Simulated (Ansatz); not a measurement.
`C[B](N)[GaH2]` and `CB(N)F` differ in one atom or group.

Ansatz, PBE0-D4/def2-TZVP geometries, multiplicity 1. Each molecule was computed in one conformer, which needn't be the lowest.

Scalar relativity is left out up to krypton.

```csv
property,`C[B](N)[GaH2]`
HOMO–LUMO gap (B3LYP/def2-TZVPP) / eV,4.64
zero-point energy (PBE0-D4/def2-TZVP) / kJ/mol,213.1
HOMO–LUMO gap (PBE0/def2-TZVPP) / eV,5.06
HOMO energy (ωB97M-V/def2-TZVPP) / eV,-8.96
"ideal-gas entropy at 298 K and 1 bar (rigid rotor, harmonic PBE0-D4/def2-TZVP) / J/(mol·K)",350
LUMO energy (PBE0/def2-TZVPP) / eV,-1.78
```

**Question.** Give the same properties after the change, and the shifts. (An estimate is asked.)

**Answer.** The calculation gave: 
```
                                                                                  property  `CB(N)F`  shift
                                                     HOMO–LUMO gap (B3LYP/def2-TZVPP) / eV      8.47   3.83
                                            zero-point energy (PBE0-D4/def2-TZVP) / kJ/mol     186.2  -26.9
                                                      HOMO–LUMO gap (PBE0/def2-TZVPP) / eV      9.07   4.01
                                                     HOMO energy (ωB97M-V/def2-TZVPP) / eV    -10.69  -1.73
ideal-gas entropy at 298 K and 1 bar (rigid rotor, harmonic PBE0-D4/def2-TZVP) / J/(mol·K)       296    -54
                                                        LUMO energy (PBE0/def2-TZVPP) / eV      0.79   2.57
```

With PBE0 the HOMO falls by 1.44 eV and the LUMO rises by 2.57 eV, so the gap widens by about 4.01 eV. PBE moves the HOMO by -1.10 eV and ωB97M-V by -1.73 eV. The zero-point energy changes by -26.9 kJ/mol with -6 modes.

B3LYP here is the variant with VWN-RPA as its local correlation; programs differ in this.
